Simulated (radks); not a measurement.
The table gives one normalised radial function P(r) = r R(r) of Mn+ in [Ar] 3d5 4s1 (r in bohr). Calculated with a radial shooting solver on a logarithmic mesh with Libxc functionals: scalar-relativistic Kohn-Sham, r2SCAN, spin-polarised, spherical densities, finite nucleus; open shells are filled with parallel spins first; meta-GGA in the generalised Kohn-Sham scheme; Fermi nuclear charge, rms radius 3.7057 fm.

r	P
0.004483	0.0352
0.006688	0.0492
0.009977	0.0668
0.01488	0.0865
0.0222	0.1036
0.03312	0.1082
0.04941	0.0846
0.07372	0.0171
0.11	-0.0901
0.1628	-0.1804
0.2428	-0.1527
0.3622	0.0532
0.5404	0.2871
0.8061	0.2374
1.203	-0.1647
1.794	-0.5808
2.676	-0.6538
3.993	-0.3738
5.957	-0.0963
8.886	-0.0087

Which n and l does it have? It may be an empty orbital.

Answer. n = 4, l = 0: the number of nodes gives n - l - 1 = 3, the rise at small r (about r^(l+1)) gives l, and the extent must fit the shell. The curve is that of 4s up; the table hardly tells the two spins apart. 4s up: eigenvalue -12.895 eV, 3 radial nodes at r = 0.0792, 0.334, 1.05 bohr, <r> = 2.73 bohr, 90 % of the charge inside 4.04 bohr.
